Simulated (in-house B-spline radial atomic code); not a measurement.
# RPA and G0W0 on CAM-B3LYP: Ag⁺

Configuration [Kr] 4d10, mean-field start CAM-B3LYP. Computed with a B-spline radial code for spherical atoms: all electrons, scalar-relativistic (spin-free one-electron X2C), finite nucleus, each spin shell either full or empty, empty states to l = 9 with an (l + 1/2)⁻⁴ tail; G0W0 by contour deformation at full frequency.

Command:
```bash
python run_gw.py task.json out
```
Settings (radii: box in bohr, nucleus in fm):
```
Z                        47
electrons                46
configuration            [Kr] 4d10
hamiltonian              x2c
method                   camb3lyp
lmax                     9
rms_radius               4.5454
spin_polarised           False
box_radius               23.78
intervals                70
```

Time taken, with all properties: 6 s on 1 thread of Arm Neoverse N1, on a shared host.

Energies (hartree):

```json
{"term": "mean-field total", "value": "-5315.46896"}
{"term": "Hartree-Fock functional on these orbitals", "value": "-5312.61915"}
{"term": "direct second order", "value": "-3.9938"}
{"term": "second-order exchange", "value": "1.1084"}
{"term": "SOSEX correction", "value": "1.0302"}
```

Task: What is the RPA correlation energy, and what remains with SOSEX?

Result: RPA gives -3.5011 hartree (-2.07 eV per electron); RPA + SOSEX gives -2.4709, and the second-order doubles -2.8854 hartree (no singles). SOSEX takes back 29 % of the RPA value.

Quasi-particle levels (eV):

```tsv
level	occupied	mean field	Σx - vxc	Σc	QP weight	G0W0
4d	yes	-19.016	-3.57	?	?	?
5s	no	-9.099	2.91	-1.61	0.965	-7.803
```

G0W0 = mean field + (Σx - vxc) + Σc, with Σc (partial-wave tail included) taken at the quasi-particle energy. Only the outer levels were computed. Levels of low weight are left out.

Task: Where does G0W0 put 4d?

Result: At -22.184 eV, with Σc = 0.40 eV and a quasi-particle weight of 0.909. The tabulated removal energy is 21.484 eV (NIST, measured); the calculation leaves out spin-orbit coupling, Breit and QED terms, and what these don't explain is the method's own error.
